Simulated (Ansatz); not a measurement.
Cost and result for the atomization energy of CuH₃O₂, SMILES `[OH][Cu-][OH2+]` (6 atoms, 5 bonds).

Charge 0, multiplicity 1. For Cu the d shell is correlated and the shells below it are frozen. Scalar relativity is left out up to krypton. The structure was optimised at the PBE0-D4/def2-TZVP level. It is one conformer, not always the lowest. Program: Ansatz. Hardware: A = 2 threads of an AMD EPYC 7R13 on a shared host; B = 2 threads of an AMD EPYC 7R13 on a shared host and a share of an NVIDIA H100 80 GB. Times are those of one run each, without the atoms' runs, and a repeat can differ threefold. Electronic energies, without spin–orbit coupling; frozen cores. CCSD(T)/CBS adds CCSD(T) − MP2 in def2-TZVPP to the MP2 limit, and its time is that of the two runs behind it. T1 = 0.026. With those shells the extrapolation isn't a true limit. B3LYP takes the VWN-RPA correlation (the form of Gaussian; ORCA's B3LYP/G). HSE06 is the plane-wave form, built on full-range PBE exchange.

CCSD(T)/CBS is a level of theory with its own doubt, some kJ/mol a heavy atom from the limit and from the frozen cores, so smaller differences don't rank the functionals.

| level | functions | wall time |
| --- | --- | --- |
| LDA (SPW92)/def2-TZVPP [A] | 168 | 1.2 s |
| CCSD(T)/def2-SVP [A] | 74 | 2.1 s |
| BHLYP-D4/def2-TZVPP [A] | 168 | 2.3 s |
| BLYP-D4/def2-TZVPP [A] | 168 | 2.4 s |
| HSE06-D4/def2-TZVPP [A] | 168 | 2.5 s |
| B3LYP-D4/def2-TZVPP (with forces) [A] | 168 | 2.6 s |
| CCSD(T)/def2-TZVPP [B] | 168 | 3.4 s |
| r2SCANh-D4/def2-TZVPP [A] | 168 | 3.4 s |
| r2SCAN-D4/def2-TZVPP (with forces) [A] | 168 | 3.6 s |
| CCSD(T)/def2-QZVPP [B] | 304 | 4.1 s |
| B97M-V/def2-TZVPP [A] | 168 | 6.5 s |
| ωB97M-V/def2-TZVPP (with forces) [A] | 168 | 7 s |
| CCSD(T)/CBS(def2) | – | 7.5 s |

(1) What atomization energy does each give, and how far from CCSD(T)/CBS? (An estimate is asked.)

Results:

(1) The calculation gave: 
```tsv
level	atomization (kcal/mol)	difference from CCSD(T)/CBS	per bond
LDA (SPW92)/def2-TZVPP [A]	522.1	76.6	15.3
CCSD(T)/def2-SVP [A]	403.5	-42.0	-8.4
BHLYP-D4/def2-TZVPP [A]	405.9	-39.6	-7.9
BLYP-D4/def2-TZVPP [A]	441.9	-3.6	-0.7
HSE06-D4/def2-TZVPP [A]	427.4	-18.1	-3.6
B3LYP-D4/def2-TZVPP (with forces) [A]	433.3	-12.2	-2.4
CCSD(T)/def2-TZVPP [B]	427.5	-18.0	-3.6
r2SCANh-D4/def2-TZVPP [A]	433.7	-11.8	-2.3
r2SCAN-D4/def2-TZVPP (with forces) [A]	441.6	-3.9	-0.8
CCSD(T)/def2-QZVPP [B]	436.8	-8.7	-1.7
B97M-V/def2-TZVPP [A]	437.1	-8.4	-1.7
ωB97M-V/def2-TZVPP (with forces) [A]	439.5	-6.0	-1.2
CCSD(T)/CBS(def2)	445.5	0.0	0.0
```

In def2-TZVPP, CCSD(T) changes the Hartree–Fock value by +161.0 kcal/mol (the triples alone add +10.3 kcal/mol) and MP2 by +177.6 kcal/mol; breaking electron pairs costs correlation energy, which Hartree–Fock lacks. From r2SCAN to r2SCAN0 (25 % exact exchange), in def2-TZVPP and without D4, the atomization energy moves by −19.2 kcal/mol: exact exchange takes away binding that semilocal exchange gives to molecules. At CCSD(T), def2-SVP lies −41.9 kcal/mol from the extrapolated value and def2-TZVPP −18.0 kcal/mol: correlation converges slowly with the basis, and small sets miss more of it in the bonded molecule than in its fragments.
